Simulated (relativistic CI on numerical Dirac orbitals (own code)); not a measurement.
# Calculated levels, Pd XXII

Calculated at this level of theory: Dirac-Coulomb-Breit CI, separate exchange-only KLI orbitals for each configuration, QED by a radiative potential, unscaled Slater integrals (own radial code, finite nucleus).

CI space (outside the closed core [Ne]): 3s²3p⁶3d⁷, 3s²3p⁵3d⁸, 3s²3p⁴3d⁹, 3s3p⁶3d⁸, 3p⁶3d⁹, 3s3p⁵3d⁹, 3s²3p⁶3d⁶4s, 3s²3p⁶3d⁶4p, 3s²3p⁶3d⁶4d, 3s²3p⁶3d⁶4f, 3s²3p⁴3d⁸4s, 3s²3p⁵3d⁷4s, 3s²3p⁶3d⁵4s², 3s²3p⁴3d⁸4p, 3s²3p⁵3d⁷4p, 3s²3p⁶3d⁵4s4p, 3s²3p⁶3d⁶5s, 3s²3p⁴3d⁸4d, 3s3p⁵3d⁸4s, 3s²3p⁶3d⁵4p², 3s²3p⁶3d⁶5p, 3s²3p⁶3d⁵4s4d, 3s²3p⁵3d⁷4d, 3s3p⁵3d⁸4p, 3s3p⁶3d⁷4s, 3s²3p⁶3d⁶5d, 3s²3p⁵3d⁶4s², 3s²3p⁶3d⁶5f, 3s²3p⁶3d⁶5g, 3s3p⁶3d⁷4p, 3s3p⁵3d⁸4d, 3p⁶3d⁸4s, 3s²3p⁶3d⁶6s, 3p⁶3d⁸4p, 3s²3p⁶3d⁶6p, 3s²3p⁶3d⁶6d. Levels of other configurations are missing.

```csv
No.,Configuration,Term,J,E (10³ cm⁻¹),%,Landé g,jj configuration (%)
41,3p⁵3d⁸(3F),⁴D°,3/2,1641.7,47,1.110,3p3/2^3 3d3/2^3 3d5/2^5 (42)
42,3p⁵3d⁸(3P),⁴S°,3/2,1666.5,35,1.542,3p3/2^3 3d3/2^3 3d5/2^5 (67)
43,3p⁵3d⁸(3P),⁴D°,5/2,1673.3,26,1.151,3p3/2^3 3d3/2^3 3d5/2^5 (41)
44,3p⁵3d⁸(3F),⁴F°,7/2,1696.2,27,1.152,3p3/2^3 3d5/2^4 (35)
45,3p⁵3d⁸(1G),²F°,5/2,1701.2,70,0.851,3p3/2^3 3d3/2^3 3d5/2^5 (73)
46,3p⁵3d⁸(3P),⁴D°,1/2,1702.5,44,0.670,3p3/2^3 3d3/2^3 3d5/2^5 (40)
47,3p⁵3d⁸(1D),²P°,3/2,1708.4,25,1.228,3p3/2^3 3d5/2^4 (40)
48,3p⁵3d⁸(1S),²P°,3/2,1762.4,57,1.270,3p3/2^3 3d3/2^2 3d5/2^6 (49)
49,3p⁵3d⁸(1D),²F°,5/2,1790.8,52,0.971,3p1/2 3p3/2^4 3d3/2^2 3d5/2^6 (67)
50,3p⁵3d⁸(3F),²D°,5/2,1802.8,32,1.041,3p1/2 3p3/2^4 3d3/2^3 3d5/2^5 (64)
51,3p⁵3d⁸(3P),⁴P°,1/2,1806.7,53,1.774,3p1/2 3p3/2^4 3d3/2^3 3d5/2^5 (98)
52,3s²3p⁵3d⁸,²P°,3/2,1811.8,22,1.326,3p1/2 3p3/2^4 3d3/2^3 3d5/2^5 (80)
53,3p⁵3d⁸(3F),²F°,7/2,1821.2,49,1.212,3p1/2 3p3/2^4 3d5/2^4 (73)
54,3p⁵3d⁸(1G),²H°,9/2,1837.4,65,0.986,3p1/2 3p3/2^4 3d3/2^3 3d5/2^5 (94)
55,3p⁵3d⁸(3F),²G°,7/2,1845.4,47,1.019,3p1/2 3p3/2^4 3d3/2^3 3d5/2^5 (63)
56,3p⁵3d⁸(1D),²D°,3/2,1898.7,56,1.060,3p1/2 3p3/2^4 3d5/2^4 (65)
57,3p⁵3d⁸(1D),²F°,5/2,1909.1,68,0.957,3p1/2 3p3/2^4 3d5/2^4 (64)
58,3p⁵3d⁸(3F),²G°,9/2,1918.7,84,1.098,3p1/2 3p3/2^4 3d5/2^4 (73)
59,3p⁵3d⁸(3P),²P°,1/2,1932.1,69,0.652,3p1/2 3p3/2^4 3d3/2^2 3d5/2^6 (69)
60,3p⁵3d⁸(3F),²D°,3/2,1959.0,64,0.884,3p1/2 3p3/2^4 3d3/2^2 3d5/2^6 (82)
61,3p⁵3d⁸(3P),²D°,5/2,1974.4,75,1.197,3p1/2 3p3/2^4 3d3/2^3 3d5/2^5 (64)
62,3p⁵3d⁸(1G),²F°,7/2,1978.2,50,1.028,3p1/2 3p3/2^4 3d3/2^3 3d5/2^5 (84)
63,3p⁵3d⁸(3P),²P°,3/2,2018.6,66,1.277,3p1/2 3p3/2^4 3d3/2^3 3d5/2^5 (75)
64,3p⁵3d⁸(1S),²P°,1/2,2024.4,100,0.661,3p1/2 3p3/2^4 3d5/2^4 (68)
65,3s3d⁸(3F),⁴F,9/2,2618.4,98,1.326,3s 3d5/2^4 (90)
66,3s3d⁸(3F),⁴F,7/2,2643.9,87,1.218,3s 3d5/2^4 (51)
67,3s3d⁸(3F),⁴F,5/2,2664.2,75,1.103,3s 3d3/2^3 3d5/2^5 (52)
68,3s3d⁸(3F),⁴F,3/2,2671.3,68,0.554,3s 3d5/2^4 (49)
69,3s3d⁸(3P),⁴P,5/2,2685.0,56,1.364,3s 3d5/2^4 (58)
70,3s3d⁸(3F),²F,7/2,2695.1,69,1.141,3s 3d3/2^3 3d5/2^5 (53)
71,3s3d⁸(3P),⁴P,3/2,2712.7,74,1.456,3s 3d3/2^3 3d5/2^5 (68)
72,3s3d⁸(3P),⁴P,1/2,2718.2,93,2.620,3s 3d5/2^4 (49)
73,3s3d⁸(3F),²F,5/2,2726.7,40,1.158,3s 3d3/2^3 3d5/2^5 (92)
74,3s3d⁸(1D),²D,3/2,2738.8,45,1.015,3s 3d3/2^2 3d5/2^6 (45)
75,3s3d⁸(1G),²G,9/2,2749.7,91,1.114,3s 3d3/2^3 3d5/2^5 (84)
76,3s3d⁸(1G),²G,7/2,2756.3,89,0.904,3s 3d3/2^3 3d5/2^5 (90)
77,3s3d⁸(3F),²F,5/2,2765.6,41,1.051,3s 3d3/2^2 3d5/2^6 (81)
78,3s3d⁸(3P),²P,1/2,2780.8,77,0.775,3s 3d3/2^3 3d5/2^5 (60)
79,3s3d⁸(3P),²P,3/2,2787.5,72,1.232,3s 3d3/2^3 3d5/2^5 (59)
80,3s3d⁸(1S),²S,1/2,2885.5,82,1.933,3s 3d3/2^2 3d5/2^6 (69)
81,3p⁴(3P)3d⁹,⁴F,9/2,3020.0,85,1.298,3p3/2^2 3d5/2^5 (91)
82,3p⁴(3P)3d⁹,⁴D,7/2,3044.3,49,1.298,3p3/2^2 3d5/2^5 (83)
83,3p⁴(3P)3d⁹,²P,1/2,3069.4,74,0.621,3p3/2^2 3d5/2^5 (79)
84,3p⁴(3P)3d⁹,⁴D,5/2,3098.2,60,1.313,3p3/2^2 3d3/2^3 3d5/2^6 (54)
85,3p⁴(3P)3d⁹,²P,3/2,3115.4,29,0.963,3p3/2^2 3d3/2^3 3d5/2^6 (71)
```

Energies count from the lowest computed level; ° marks odd parity. Percentages are summed over parent terms; the parents shown are those of the largest component, closed shells are left out there. Filled j subshells are mostly left out of the jj labels.

The mean weight of the leading LS term, summed over parents, in these 45 levels is 61 %, and that of the leading jj configuration (from the same eigenvectors) 67 %.

At this charge energies of transitions that change n are usually good to better than 1 %, and those within a shell (Δn = 0) to a few per cent. Terms inside the open d or f shell come out 10 to 20 % too wide with unscaled integrals.

LS names give the leading component of a level, which can be under half, so a name can repeat, a term be missing and a line seem to break the LS rules.
